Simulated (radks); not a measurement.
Values are calculated unless marked as measured or tabulated.
Charge is removed step by step from the 4d down level of the tellurium ion Te+, starting from [Kr] 4d(up 5, down 5) 5s2 5p3. Level of theory: scalar-relativistic Kohn-Sham, r2SCAN, spin-polarised, spherical densities, finite nucleus; open shells are filled with parallel spins first (spin-orbit coupling, left out, can overturn this in heavy ions); meta-GGA in the generalised Kohn-Sham scheme; Fermi nuclear charge, rms radius 4.7423 fm (a radial shooting solver on a logarithmic mesh with Libxc functionals).

removed (e) = 0: E - E(0) (eV) 0.000; eigenvalue (eV) -51.307; E minus straight line (eV) 0.000
removed (e) = 0.1: E - E(0) (eV) 5.208; eigenvalue (eV) -52.884; E minus straight line (eV) -0.731
removed (e) = 0.2: E - E(0) (eV) 10.574; eigenvalue (eV) -54.477; E minus straight line (eV) -1.303
removed (e) = 0.3: E - E(0) (eV) 16.100; eigenvalue (eV) -56.085; E minus straight line (eV) -1.716
removed (e) = 0.4: E - E(0) (eV) 21.788; eigenvalue (eV) -57.708; E minus straight line (eV) -1.967
removed (e) = 0.5: E - E(0) (eV) 27.639; eigenvalue (eV) -59.347; E minus straight line (eV) -2.055
removed (e) = 0.6: E - E(0) (eV) 33.654; eigenvalue (eV) -60.999; E minus straight line (eV) -1.978
removed (e) = 0.7: E - E(0) (eV) 39.835; eigenvalue (eV) -62.665; E minus straight line (eV) -1.736
removed (e) = 0.8: E - E(0) (eV) 46.184; eigenvalue (eV) -64.345; E minus straight line (eV) -1.326
removed (e) = 0.9: E - E(0) (eV) 52.701; eigenvalue (eV) -66.038; E minus straight line (eV) -0.748
removed (e) = 1: E - E(0) (eV) 59.388; eigenvalue (eV) -67.744; E minus straight line (eV) 0.000

Removing the whole electron costs 59.388 eV by Delta-SCF, against 51.307 eV from minus the eigenvalue at the starting occupation. Slater's transition state (half an electron removed) gives 59.347 eV. Integrating minus the eigenvalue over the occupation (Janak's theorem) gives 59.406 eV. In this scalar-relativistic scheme the density is built from large components alone, so the theorem holds only approximately. The mean slope of the eigenvalue, de/dn, is 16.4 eV per electron.
